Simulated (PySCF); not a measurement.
**Removing an electron from `C[S@@](=O)c1ccccn1`**

Species: C₆H₇NOS.
Geometry (PBE0-D3(BJ)/def2-SVP, Å), atoms numbered from 1 in this order:
```xyz
16
C6H7NOS angstrom
C      2.5985    0.5804    0.5413
S      1.7224    0.3901   -1.0365
O      2.0978   -0.9537   -1.5964
C      0.0758    0.1779   -0.2932
C     -0.5933   -1.0082   -0.5729
C     -1.8757   -1.1444   -0.0464
C     -2.4056   -0.1024    0.7129
C     -1.6301    1.0400    0.9183
N     -0.4052    1.1843    0.4178
H      2.5017   -0.3653    1.0921
H      3.6508    0.7783    0.2981
H      2.1525    1.4212    1.0895
H     -0.0922   -1.7706   -1.1738
H     -2.4555   -2.0533   -0.2257
H     -3.4071   -0.1694    1.1425
H     -2.0167    1.8751    1.5126
```

Level: wB97X-D/def2-SVPD (PySCF). Frontier orbitals with their largest atomic shares (Löwdin; up to four atoms above 4 %):

```tsv
orbital	ε (eV)	main atoms
HOMO−3	-10.54	N9 36 %, O3 27 %, C4 10 %, C8 8 %
HOMO−2	-9.96	C8 18 %, C5 17 %, C4 17 %, C7 15 %
HOMO−1	-9.55	O3 37 %, N9 20 %, C4 9 %, S2 8 %
HOMO	-8.63	?
LUMO	0.28	C6 22 %, N9 22 %, C4 14 %, C7 13 %
LUMO+1	0.72	C5 21 %, C8 20 %, C7 15 %, C4 13 %
LUMO+2	2.12	C7 15 %, C8 14 %, C6 14 %, S2 14 %
```

**Question.** What vertical ionisation energy does ΔSCF give, and how far is −ε(HOMO) from it?

**Answer.** ΔSCF: 8.77 eV (846 kJ/mol; threshold wavelength 141 nm); ⟨S²⟩ of the doublet left behind is 0.759, against 0.75 for a pure doublet. −ε(HOMO) is 8.63 eV, 0.14 eV below it. For the exact functional −ε(HOMO) would equal the first vertical ionisation energy; wB97X-D (range-separated hybrid) comes within 0.14 eV of that here.

**Question.** On which atoms does the HOMO lie?

**Answer.** O3 (sulfinyl oxygen) 46 %, S2 (sulfinyl sulfur) 29 %, C1 (S-methyl carbon) 7 %, C4 (substituted aromatic carbon) 6 %. The HOMO−1 lies 0.92 eV lower.

**Question.** How many of the 10 lowest singlet excitations (vertical TDDFT, same level) lie below the ionisation energy?

**Answer.** All 10; they run from 4.78 to 6.81 eV.

**Question.** What total energies stand behind the ΔSCF value?

**Answer.** E(N) = -760.46864 Eh and E(N − 1) = -760.14643 Eh at the same geometry, 0.32221 Eh apart.

**Question.** With α = 100.3 au, estimate the like-pair dispersion coefficient by London's formula C6 = (3/4)α²I.

**Answer.** I = 0.3222 Eh, so C6 ≈ 2430 au, a rough estimate.

Geometry: PBE0-D3(BJ)/def2-SVP, one conformer, isolated molecule.

The pairwise dispersion term of wB97X-D wasn't added to the energies; at a given geometry it leaves orbitals and properties as they are.
